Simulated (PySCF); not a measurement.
## Spin-rotation constants: `CC1=CC[P@](C)(=N)C1`, C₆H₁₂NP

Molfile (atoms numbered from 1):
```
C6H12NP
     RDKit          3D

 20 20  0  0  0  0  0  0  0  0999 V2000
    2.5108   -0.8810   -0.2860 C   0  0  0  0  0  0  0  0  0  0  0  0
    1.2622   -0.1286    0.0346 C   0  0  0  0  0  0  0  0  0  0  0  0
    0.9779    1.1055   -0.3670 C   0  0  0  0  0  0  0  0  0  0  0  0
   -0.3344    1.6758    0.0597 C   0  0  0  0  0  0  0  0  0  0  0  0
   -1.3420    0.1634    0.4896 P   0  0  2  0  0  5  0  0  0  0  0  0
   -1.8790   -0.4914   -1.1151 C   0  0  0  0  0  0  0  0  0  0  0  0
   -2.5931    0.1885    1.4142 N   0  0  0  0  0  0  0  0  0  0  0  0
    0.2140   -0.7919    0.8777 C   0  0  0  0  0  0  0  0  0  0  0  0
    2.2715   -1.7965   -0.8275 H   0  0  0  0  0  0  0  0  0  0  0  0
    3.0271   -1.1662    0.6309 H   0  0  0  0  0  0  0  0  0  0  0  0
    3.1817   -0.2791   -0.8942 H   0  0  0  0  0  0  0  0  0  0  0  0
    1.6462    1.6957   -0.9755 H   0  0  0  0  0  0  0  0  0  0  0  0
   -0.8144    2.2858   -0.7089 H   0  0  0  0  0  0  0  0  0  0  0  0
   -0.2335    2.2945    0.9590 H   0  0  0  0  0  0  0  0  0  0  0  0
   -1.0493   -0.5335   -1.8176 H   0  0  0  0  0  0  0  0  0  0  0  0
   -2.2921   -1.4843   -0.9493 H   0  0  0  0  0  0  0  0  0  0  0  0
   -2.6668    0.1562   -1.4943 H   0  0  0  0  0  0  0  0  0  0  0  0
   -2.4313    0.5375    2.3490 H   0  0  0  0  0  0  0  0  0  0  0  0
    0.4315   -0.6800    1.9460 H   0  0  0  0  0  0  0  0  0  0  0  0
    0.1079   -1.8594    0.6715 H   0  0  0  0  0  0  0  0  0  0  0  0
  1  2  1  0
  2  3  2  0
  3  4  1  0
  4  5  1  0
  5  6  1  6
  5  7  2  0
  5  8  1  0
  8  2  1  0
  1  9  1  0
  1 10  1  0
  1 11  1  0
  3 12  1  0
  4 13  1  0
  4 14  1  0
  6 15  1  0
  6 16  1  0
  6 17  1  0
  7 18  1  0
  8 19  1  0
  8 20  1  0
M  END
```

Method used: GIAO wB97X-D/pcSseg-1 magnetisability, rotational g tensor and spin-rotation constants, non-relativistic, gas phase in PySCF. Geometry: GFN2-xTB.

Question: Give the nuclear spin-rotation constants along the inertial axes (H = +C I·J) beside the isotropic shieldings.

Answer: Rotational constants 3.1778, 1.2190, 1.1576 GHz. A star marks the isotopologue with that one atom substituted, in its own axes.
| atom | isotope | Caa (kHz) | Cbb (kHz) | Ccc (kHz) | mean (kHz) | σ (ppm) |
| --- | --- | --- | --- | --- | --- | --- |
| P5 | 31P | 4.418 | 2.145 | 2.102 | 2.889 | 289.3 |
| N7 | 14N | 0.220 | 0.034 | 0.061 | 0.105 | 214.6 |
| H9 | 1H | -0.340 | -0.037 | -0.066 | -0.148 | 30.1 |
| H10 | 1H | -0.282 | -0.115 | -0.010 | -0.136 | 30.0 |
| H11 | 1H | -0.135 | -0.058 | -0.116 | -0.103 | 30.0 |
| H12 | 1H | -0.050 | -0.017 | -0.108 | -0.059 | 26.2 |
| H13 | 1H | -0.308 | -0.049 | -0.062 | -0.140 | 29.8 |
| H14 | 1H | -0.371 | -0.083 | -0.001 | -0.152 | 29.5 |
| H15 | 1H | -0.081 | -0.144 | -0.076 | -0.100 | 30.8 |
| H16 | 1H | -0.349 | 0.012 | -0.118 | -0.152 | 30.4 |
| H17 | 1H | -0.156 | -0.094 | -0.088 | -0.112 | 30.4 |
| H18 | 1H | -0.366 | -0.157 | 0.024 | -0.166 | 31.3 |
| H19 | 1H | -0.349 | -0.144 | 0.044 | -0.150 | 29.7 |
| H20 | 1H | -0.365 | 0.039 | -0.133 | -0.153 | 30.1 |
| C1 | 13C* | 0.412 | 0.193 | 0.184 | 0.263 | 163.1 |
| C2 | 13C* | 1.569 | 0.404 | 0.216 | 0.729 | 40.9 |
| C3 | 13C* | 1.406 | 0.353 | 0.228 | 0.662 | 58.3 |
| C4 | 13C* | 0.492 | 0.221 | 0.215 | 0.309 | 147.6 |
| C6 | 13C* | 0.460 | 0.172 | 0.143 | 0.258 | 172.1 |
| C8 | 13C* | 0.479 | 0.242 | 0.214 | 0.312 | 145.2 |

For the geometry as given, no vibrational averaging.

Question: How do the rotational constants and the g tensor change when H9, H10, H11, H12, H13, H14, H15, H16, H17, H18, H19, H20 are replaced by deuterium?

Answer: Constants 2.4732, 1.0374, 0.9887 GHz; g -0.0086, -0.0120, -0.0091, against -0.0110, -0.0140, -0.0105 before.
